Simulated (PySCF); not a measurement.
Estimate the missing entries of this data sheet.

Compound: C3H12N2Si.
Cartesian coordinates in Å at the GFN2-xTB level; atoms count from 1:
```xyz
18
C3H12N2Si angstrom
C      2.761   -0.302   -0.152
C      1.367    0.200   -0.511
C      0.274   -0.539    0.255
Si    -1.492   -0.014   -0.233
N     -1.655    1.645    0.219
N     -2.800   -0.774    0.603
H      2.859   -1.359   -0.395
H      3.523    0.248   -0.700
H      2.947   -0.178    0.913
H      1.303    1.267   -0.289
H      1.206    0.077   -1.585
H      0.391   -1.611    0.079
H      0.433   -0.386    1.324
H     -1.725   -0.353   -1.647
H     -0.974    2.299   -0.131
H     -2.575    2.048    0.152
H     -2.971   -0.488    1.553
H     -2.881   -1.775    0.533
```

| property | level | value |
| --- | --- | --- |
| point group of the GFN2-xTB geometry | GFN2-xTB | C1 |
| rotational constants A, B, C of the GFN2-xTB geometry | GFN2-xTB | ? |
| dipole moment | PBE0/def2-SVPD | ? |
| HOMO energy | PBE0/def2-SVPD | -7.00 eV |
| LUMO energy | PBE0/def2-SVPD | ? |
| lowest singlet excitation | TDDFT PBE0/def2-SVPD | ? |
| lowest triplet excitation (Tamm–Dancoff) | TDA PBE0/def2-SVPD | 6.17 eV |
| static isotropic polarisability | PBE0/def2-SVPD | 80.4 au |
| electronic spatial extent ⟨r²⟩ about the centre of nuclear charge | PBE0/def2-SVPD | ? |
| 13C chemical shifts (computed TMS as zero) by class | GIAO PBE0/pcSseg-1 | ? |
| 1H chemical shifts (computed TMS as zero) by class | GIAO PBE0/pcSseg-1 | 5.19 (H14), 1.16 (H10/H11), 1.08 (H7/H8/H9), 0.44 (H12/H13), 0.18 (H15/H16/H17/H18) ppm |
| isotropic shieldings of nuclei other than C and H, by class | GIAO PBE0/pcSseg-1 | 251 (N5/N6), 366 (Si4) ppm |

The electronic properties come from PySCF, for the isolated species, density fitting. NMR classes are plain means over equivalent atoms (diastereotopic ones count apart unless rotation or inversion swaps them), as if these changed places fast; in this geometry the members of some classes differ.

Question: The lowest singlet excitation?

Answer: 6.46 eV (192 nm, f = 0.048).

Question: Give the rotational constants A, B, C of the GFN2-xTB geometry.

Answer: 5.715, 1.313, 1.153 GHz.

Question: What is the electronic spatial extent ⟨r²⟩ about the centre of nuclear charge?

Answer: 1086 bohr².

Question: Give the 13C chemical shifts (computed TMS as zero) by class.

Answer: 27.0 (C3), 21.5 (C1), 20.2 (C2) ppm.

Question: What is the dipole moment?

Answer: 0.49 D.

Question: The LUMO energy?

Answer: 0.62 eV.

With B = h/(8π²I), that is 505.379 GHz u Å² over I, the principal moments of inertia are 88.4, 384.9 and 438.2 u Å² (most abundant isotopes); the inertial defect Ic − Ia − Ib is -35.1 u Å² (zero for a rigid planar frame, negative otherwise). The largest Löwdin shares of the HOMO are 0.40 on N6, 0.15 on C3, 0.14 on Si4 and 0.06 on H14. The vertical singlet–triplet gap S1 − T1 is 0.29 eV (TDDFT singlet less Tamm–Dancoff triplet; S1: HOMO→LUMO, weight 0.64; T1: HOMO→LUMO+1, weight 0.49, beside HOMO→LUMO, weight 0.36).

One conformer stands for the species.
